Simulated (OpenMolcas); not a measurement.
Pt4+ (d6) among equal point charges was computed by CASSCF with the d shell active (OpenMolcas, ANO-RCC-VDZP on the metal). Its lowest spin-free states, and all those of the highest spin:

```json
{"2S+1": "5", "Degeneracy": "2", "E (cm-1)": "0.0"}
{"2S+1": "5", "Degeneracy": "2", "E (cm-1)": "769.3"}
{"2S+1": "5", "Degeneracy": "1", "E (cm-1)": "5678"}
{"2S+1": "3", "Degeneracy": "1", "E (cm-1)": "16738"}
{"2S+1": "3", "Degeneracy": "1", "E (cm-1)": "17888"}
{"2S+1": "3", "Degeneracy": "1", "E (cm-1)": "17897"}
{"2S+1": "3", "Degeneracy": "2", "E (cm-1)": "18060"}
{"2S+1": "3", "Degeneracy": "2", "E (cm-1)": "19755"}
{"2S+1": "3", "Degeneracy": "2", "E (cm-1)": "20078"}
{"2S+1": "3", "Degeneracy": "2", "E (cm-1)": "20919"}
{"2S+1": "3", "Degeneracy": "1", "E (cm-1)": "21282"}
{"2S+1": "3", "Degeneracy": "2", "E (cm-1)": "22231"}
```

Question: Is the site octahedral, tetrahedral or cube-like, axial, or of lower symmetry?

Answer: The states with 2S+1 = 5 have orbital degeneracies 2, 2, 1. There are pairs but no triples, so the site is axial: not cubic, but with a proper or improper axis of order three or more. The run had Pt4+ among 5 point charges of -0.75 e arranged as a trigonal bipyramid (D3h), 1.99 Å from the ion, with the axial distance 1.851 Å.

An orbital doublet at a regular site is open to a Jahn-Teller distortion, which this geometry leaves out. Without dynamic correlation the repulsion within the d shell is too large (B by tens of per cent), so at a given field states of lower spin stand too high. Point charges give a weaker field than real ligands, and real ions of this kind are as a rule low spin; the high spin found here belongs to the model. This is an electrostatic model: the charges have no orbitals. No measured value stands beside these numbers.
